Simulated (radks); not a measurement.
Results of a calculation; reference values are marked as such.
Cu I, configuration [Ne] 3s2 3p(up 3, down 3) 3d10 4s1 (the NIST ground configuration).

Code: a radial shooting solver on a logarithmic mesh with Libxc functionals. Model: non-relativistic Kohn-Sham, r2SCAN, spin-polarised, spherical densities, point nucleus; open shells are filled with parallel spins first; meta-GGA in the generalised Kohn-Sham scheme.

Energy parts (hartree):
part                       energy
total                 -1640.51590
kinetic                1639.32346
electron-nucleus      -3927.55167
Hartree                 714.91340
exchange-correlation    -67.20109

Orbitals (lengths in bohr, moments of r in powers of bohr; <r^-3> diverges for s and p1/2):
orbital  occ.  eigenvalue (hartree)  <r^-3>
1s up       1             -322.4060       -
1s down     1             -322.4050       -
2s down     1             -38.58145       -
2s up       1             -38.57873       -
2p down     3             -33.75564   674.2
2p up       3             -33.75394   674.3
3s down     1              -4.21378       -
3s up       1              -4.21050       -
3p down     3              -2.69315   84.23
3p up       3              -2.69036   84.12
3d up       5              -0.19248   7.450
4s up       1              -0.18835       -
3d down     5              -0.18754   7.651
4s down     0              -0.12283       -

The highest occupied level is 3d down at -5.103 eV. The spin density at the nucleus is 4.755 e/bohr^3 (1s 0.062, 2s 0.106, 3s -0.044, 4s 4.631), a Fermi contact field of 249 T. Summed over all electrons, <r^2> = 31.15 bohr^2, which gives a Langevin (diamagnetic) susceptibility term of -24.7 x 10^-6 cm^3/mol. Virial ratio -V/T = 2.00073. Spin moment in Bohr magnetons: 1. The electron density at the nucleus is 1.663e+04 e/bohr^3.
